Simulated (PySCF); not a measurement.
## [La(H2O)2]3+: from a saddle point downhill

PySCF 2.14.0, RKS PBE0, La lcecp-1-SVP with ECP46, O def2-SVP, H def2-SVP; non-relativistic Hamiltonian with scalar-relativistic core potentials where named; density fitting; no spin-orbit coupling. Relaxed within the symmetry of its start, the geometry (D2d) is

```xyz
7

La    0.0000    0.0000    0.0000
O     0.0000    0.0000    2.4030
H     0.5440    0.5440    3.0256
H    -0.5440   -0.5440    3.0256
O     0.0000    0.0000   -2.4030
H     0.5440   -0.5440   -3.0256
H    -0.5440    0.5440   -3.0256
```

and its lowest harmonic modes are -61, -61, 144, 384, 390, 627 cm⁻¹ (negative: unstable). It was moved along the lowest mode and relaxed again.

(1) Where does it end, and how much lower?

(2) How do the contacts change?

(3) Is the end a minimum?

State: singlet in the valence, with the 4f electrons in the core potential.

Results:

(1) In C1, 0.193 eV lower, after 36 steps:
```xyz
7

La   -1.1347   -0.3012   -0.0108
O     0.1728   -0.0247    1.9391
H     1.0931    0.3289    2.0306
H    -0.0756   -0.2272    2.8773
O     0.1863    0.0795   -1.9359
H     1.0412   -0.3439   -2.2023
H    -0.0022    0.6844   -2.6979
```

(2) 
```csv
contact,saddle (Å),end (Å)
La1–O2 (H2O),2.403,2.364
La1–O5 (H2O),2.403,2.366
```


(3) Probably not: 1 of the modes stay unstable (below −25 cm⁻¹), though so soft as to be near the noise; lowest modes -27, 70, 133, 402, 406, 635 cm⁻¹.
